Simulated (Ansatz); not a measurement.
**GeH5OPSi: structure from calculated spectroscopic constants**

These gas-phase data were calculated for one isomer of GeH5OPSi at PBE0-D3(BJ)/pcseg-1 (harmonic, unscaled wavenumbers; equilibrium rotational constants with average atomic masses):

- rotational constants: 6.61, 1.593, 1.484 GHz
- all wavenumbers above 1500 cm⁻¹: 2444, 2420, 2264, 2249, 2133

Candidates:

(1) `[OH][Ge@@H]1[SiH2][PH]1`, a singlet
(2) `[PH2][Ge@@H]1[O][SiH2]1`, a singlet

Q: Which structure fits?

A: Candidate (2). No mode falls between 3300 and 4000 cm⁻¹, where the O–H stretch of (1) would stand.

The same quantities for all candidates:

|  | rotational constants (GHz) | wavenumbers above 1500 cm⁻¹ | E above the lowest, PBE0-D3(BJ)/pcseg-1 (kcal/mol) |
| --- | --- | --- | --- |
| (1) | 4.28, 2.05, 1.676 | 3865, 2406, 2278, 2252, 2206 | 0.7 |
| (2) | 6.61, 1.593, 1.484 | 2444, 2420, 2264, 2249, 2133 | 0.0 |

Each candidate is one conformer. Programs: Ansatz 0.2.0.
